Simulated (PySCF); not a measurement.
# Br(2+) (bromine, charge +2) across methods

[Ar] 3d10 4s2 4p3, high-spin 4S determinant. Calculation: PySCF 2.14, in def2-TZVPPD; no relativity, point nucleus.

| method | E (hartree) | mean ε 4s α (eV) | mean ε 4s β (eV) | mean ε 4p α (eV) | Σ⟨r²⟩ (bohr²) | ⟨S²⟩ |
| --- | --- | --- | --- | --- | --- | --- |
| r2SCAN0 | -2572.870 | -45.687 | -40.234 | -31.472 | 25.14 | 3.750 |
| r2SCAN | -2572.867 | -43.343 | -38.997 | -30.016 | 25.13 | 3.750 |
| LDA | -2569.309 | -42.236 | -39.419 | -29.446 | 25.17 | 3.750 |
| PBE0 | -2572.591 | -44.884 | -40.207 | -31.063 | 25.19 | 3.750 |
| UHF | -2571.25883 | -52.044 | -42.463 | -35.152 | 25.38 | 3.751 |
| LC-wPBE | -2572.529 | -48.237 | -43.466 | -34.034 | 25.16 | 3.751 |
| PBE | -2572.501 | -42.173 | -38.938 | -29.410 | 25.20 | 3.750 |
| B97-3 | -2572.669 | -44.915 | -40.265 | -31.009 | 25.18 | 3.751 |

(1) Estimate the same row for wB97M-V.

Answers

(1) E (hartree) = -2572.750; mean ε 4s α (eV) = -47.360; mean ε 4s β (eV) = -42.775; mean ε 4p α (eV) = -33.221; Σ⟨r²⟩ (bohr²) = 25.28; ⟨S²⟩ = 3.750.
